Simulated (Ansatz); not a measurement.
Consider the redistribution: `C[Si]O` + `C[O][Al]([CH3])[OH]` → `C[Si]C` + `C[O][Al]([OH])[OH]`.

Program: Ansatz. Geometries: PBE0-D4/def2-TZVP. ΔE: electronic, gas phase. CCSD(T)/CBS is the MP2 limit (def2-TZVPP, def2-QZVPP) plus CCSD(T) − MP2 in def2-TZVPP, frozen cores. This one scheme is used for every species. DFT in def2-TZVPP. HSE06 is defined as in plane-wave codes. One conformer a species, not always the lowest.

`C[Si]O`:

Z-matrix (Å, degrees):
```
C
Si 1 1.905
H 1 1.093 2 112.5
H 1 1.098 2 110.4 3 120.8
H 1 1.098 2 110.4 3 -120.7
O 2 1.656 1 100.5 3 -179.8
H 6 0.962 2 119.1 1 -0.0
```

`C[O][Al]([CH3])[OH]`:

```xyz
12

C    -1.783    1.060    0.149
O    -1.193   -0.026   -0.497
Al    0.341   -0.736   -0.460
C     1.783   -0.074    0.652
O     0.595   -2.084   -1.454
H    -2.655    0.731    0.727
H    -1.097    1.570    0.838
H    -2.129    1.797   -0.585
H     1.504   -0.074    1.710
H     2.682   -0.684    0.542
H     2.044    0.957    0.395
H    -0.092   -2.438   -2.017
```

`C[Si]C`:

```xyz
9

C     0.791    0.809    0.873
Si    0.959   -0.857   -0.018
C    -0.733   -0.862   -0.874
H     1.000    1.571    0.105
H     1.519    0.953    1.673
H    -0.217    1.014    1.247
H    -1.055    0.123   -1.227
H    -0.813   -1.589   -1.683
H    -1.452   -1.163   -0.095
```

`C[O][Al]([OH])[OH]`:

Z-matrix (Å, degrees):
```
C
O 1 1.399
H 1 1.095 2 110.0
H 1 1.096 2 112.5 3 -120.6
H 1 1.095 2 110.0 3 118.7
Al 2 1.678 1 134.3 3 120.6
O 6 1.689 2 119.4 1 -0.0
O 6 1.689 2 120.5 1 180.0
H 7 0.955 6 122.5 2 -180.0
H 8 0.955 6 122.3 2 -0.0
```

**Question.** Is it downhill or uphill in electronic energy at CCSD(T)/CBS, and by how much? (Best estimate.)

**Answer.** Ansatz gave: Uphill: ΔE = +10.2 kJ/mol.

**Question.** What do these levels give: PBE-D4, revPBE-D4, BLYP-D4, r2SCAN0-D4, B2PLYP, BLYP, r2SCANh, HSE06, MP2/def2-TZVPP, MP2/def2-QZVPP, HF/CBS(def2), MP2/CBS(def2)? (Best estimate.)

**Answer.** Computed: PBE-D4 19.5, revPBE-D4 15.7, BLYP-D4 18.2, r2SCAN0-D4 11.2, B2PLYP 14.1, BLYP 20.5, r2SCANh 12.9, HSE06 15.4, MP2/def2-TZVPP 9.7, MP2/def2-QZVPP 9.8, HF/CBS(def2) 5.4, MP2/CBS(def2) 9.8 kJ/mol.

**Question.** What do rigid-rotor, harmonic-oscillator terms from PBE0-D4/def2-TZVP frequencies (298.15 K, 1 bar) make of the CCSD(T)/CBS value? (An estimate is asked.)

**Answer.** Computed: ΔZPE = -0.5 kJ/mol, ΔH = +9.5 kJ/mol, ΔS = -19 J/(mol·K), ΔG = +15.2 kJ/mol. Modes under 50 cm⁻¹ make the entropy rough.

Largest T1 diagnostic among the species: 0.014.

Leaving LDA and LC-ωPBE aside and taking each functional with its dispersion term where it has one, the values, not all of them listed here, spread over 8.5 kJ/mol, from BHLYP-D4 to PBE-D4. From BLYP to BHLYP (50 % exact exchange), in def2-TZVPP and without D4, ΔE moves by −8.6 kJ/mol.
